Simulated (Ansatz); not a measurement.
`C#[C][Al]([CH3])[C]#C` + H₂ → `C#[C][AlH][CH3]` + `C#C`  (hydrogenolysis of the Al–C bond)

Program: Ansatz. Geometries: PBE0-D4/def2-TZVP. ΔE: electronic, gas phase. CBS: MP2 limit from def2 TZ/QZ plus the TZ coupled-cluster correction, frozen cores. This one scheme is used for every species. DFT in def2-TZVPP.

| level | ΔE (kJ/mol) |
| --- | --- |
| B2PLYP | 46.9 |
| revPBE | 45.0 |
| RPA@PBE/def2-TZVPP | 48.3 |
| HF/def2-SVP | 27.3 |

**Question.** What does CCSD(T)/CBS give? (Estimate.)

**Answer.** The calculation gave: +49.8 kJ/mol. The listed levels differ from it by -2.9, -4.8, -1.5, -22.5 kJ/mol.

Largest T1 diagnostic among the species: 0.013.

The D4 term adds +6.9 kJ/mol with B3LYP and +4.0 kJ/mol with PBE0; it sums over pairs of atoms, weighted by their polarisabilities, and B3LYP, whose exchange is more repulsive, gets the larger term. From BLYP to BHLYP (50 % exact exchange), in def2-TZVPP and without D4, ΔE moves by −4.4 kJ/mol. In def2-TZVPP, CCSD(T) changes the Hartree–Fock value by +17.2 kJ/mol (the triples alone add +4.8 kJ/mol) and MP2 by +24.5 kJ/mol.

B3LYP here is the variant with VWN-RPA as its local correlation; programs differ in this.
